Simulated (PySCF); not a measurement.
# Fine-structure interval along the 19-electron series

Calculated with PySCF 2.14 and a two-component X2C-1e Hamiltonian (Gaussian nucleus, no Breit or QED terms), each ion in its own even-tempered basis scaled to its charge; GMP2 freezes [Ne] and drops the highest virtual spinors. Values in cm⁻¹.

| ion | configuration | GHF (screened spin-orbit) | GMP2 (screened spin-orbit) | GHF (bare spin-orbit) |
| --- | --- | --- | --- | --- |
| Ho⁴⁸⁺ | [Ar] 3d1 | 391840 | 392230 | 461130 |
| Tm⁵⁰⁺ | [Ar] 3d1 | 450770 | 451230 | 527820 |

Fill in the row of Er⁴⁹⁺.

configuration: [Ar] 3d1; GHF (screened spin-orbit): 420480; GMP2 (screened spin-orbit): 420910; GHF (bare spin-orbit): 493570.
